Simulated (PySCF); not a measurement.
A PySCF script (with the pyscf-properties extension) for the NMR shieldings of `C(#CC)CS[SiH3]`, C4H8SSi, on a GFN2-xTB geometry:

```python
import basis_set_exchange as bse
import numpy as np
from pyscf import gto, dft
from pyscf.prop import nmr

atoms = """
C    -2.515645   -0.299256    1.025561
C    -1.509605    0.324078    0.195349
C    -0.701850    0.843537   -0.523778
C     0.325855    1.466882   -1.312991
S     1.844414    1.822671   -0.321255
Si    2.466349   -0.159075    0.186630
H    -2.568292   -1.367424    0.815291
H    -2.266085   -0.156391    2.076773
H    -3.489751    0.148829    0.831155
H    -0.002018    2.439583   -1.681285
H     0.619554    0.835062   -2.152940
H     2.632642   -0.898741   -1.061392
H     1.444575   -0.783562    1.016260
H     3.719178    0.063358    0.884457
"""
names = dict.fromkeys(["C", "S", "Si", "H"], "pcSseg-1")
basis = {el: gto.basis.parse(bse.get_basis(n, elements=[el], fmt="nwchem")) for el, n in names.items()}
mol = gto.M(atom=atoms, basis=basis, charge=0, verbose=0)
mf = dft.RKS(mol, xc="PBE0")
mf.grids.level = 2
mf.grids.alignment = dft.numint.BLKSIZE   # the property module wants whole blocks of grid points
mf.conv_tol = 1e-9
mf.kernel()

calc = nmr.RKS(mf)   # GIAO
C = mf.mo_coeff
Co = C[:, mf.mo_occ > 0]
resp = mf.gen_response(singlet=True, hermi=2)
def vind(x):   # induced exchange potential for any number of trial vectors
    d = np.einsum("pi,xij,qj->xpq", C, 2 * x.reshape(-1, C.shape[1], Co.shape[1]), Co, optimize=True)
    return np.einsum("xpq,pi,qj->xij", resp(d - d.transpose(0, 2, 1)), C, Co, optimize=True).ravel()
mo1, _ = nmr.rhf.solve_mo1(calc, with_cphf=vind)
sigma = calc.kernel(mo1)
for i, s in enumerate(sigma):   # ppm
    print("%2d %-2s %9.2f" % (i, mol.atom_pure_symbol(i), np.trace(s) / 3))
```

**Question.** Give the expected output.

**Answer.** 
```
 0 C     182.04
 1 C      97.12
 2 C     105.29
 3 C     164.06
 4 S     635.94
 5 Si    406.01
 6 H      29.68
 7 H      29.63
 8 H      29.66
 9 H      28.35
10 H      28.54
11 H      27.24
12 H      26.85
13 H      27.31
```

These numbers come from an equivalent density-fitted implementation of the same equations, which agrees with the script to about 0.01 ppm for H and up to a few tenths of a ppm for heavy atoms, so last digits may differ.

**Question.** Turn these shieldings into chemical shifts. References, each an isolated molecule treated in the same way: $^{13}$C (σref 186.93) and $^{29}$Si (σref 349.16) and $^{1}$H (σref 31.72) vs TMS; $^{33}$S (σref 503.73) vs CS2.

**Answer.** Averaging equivalent atoms: C 1: 89.8; C 2: 81.6; C 3: 22.9; C 0: 4.9; S 4: -132; Si 5: -56.9; H 11/12/13: 4.58; H 9/10: 3.27; H 6/7/8: 2.06 ppm. 

Size and cost of the density-fitted run: 156 basis functions, 44 s wall time on 1 thread of an Arm Neoverse N1, shared host; peak memory 0.72 GiB.
